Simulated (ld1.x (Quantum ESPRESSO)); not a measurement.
**Transferability test, PAW potential for platinum (Pt)**

Pt (Z = 78), PAW, made with ld1.x (Quantum ESPRESSO) 7.5 (PBE, scalar-relativistic). Core [Kr] 4d10 4f14 5s2, reference 5p6 5d9 6s1 6p0. Waves: 6s (bound): rcut 2.05, rcutus 2.65 bohr; 6s channel at 0.2 Ry: rcut 2.05, rcutus 2.65 bohr; 5p (bound): rcut 1.60, rcutus 1.90 bohr; 6p (bound, empty): rcut 1.60, rcutus 1.90 bohr; 5d (bound): rcut 1.45, rcutus 1.80 bohr; 5d channel at 0.95 Ry: rcut 1.45, rcutus 1.80 bohr; 5f channel at -0.15 Ry: rcut 1.60, rcutus 2.05 bohr; 5f channel at 0.25 Ry: rcut 1.60, rcutus 2.05 bohr. Local part: all-electron potential smoothed inside 2.45 bohr (lloc = -1). Core correction: Bessel-smoothed model core, default radius (core density twice the valence density). Augmentation charge: BG, radius 1.30 bohr.

Energies are relative to the spin-unpolarised reference configuration 5p6 5d9 6s1 6p0; without spin polarisation the order of configurations can differ from experiment. Not all tests gave a result: test run stopped at test 6 of 7 (negative rho), 1 before it not solved. Left out of the table: 5p6 5d6 6s0 6p0 (solver errors, printed error -1206 eV).

```csv
valence configuration,charge,ΔE all-electron (eV),error AE − PS (meV)
5p6 5d9 6s0 6p0,+1,9.194,+15
5p6 5d8 6s0 6p0,+2,29.160,+3.5
5p6 5d9 6s0 6p1,0,5.049,+3.9
```

Task: What are ΔE and the potential's error for 5p6 5d7 6s0 6p0?

Result: ΔE = 61.376 eV all-electron; the error (AE − PS) is -29 meV.
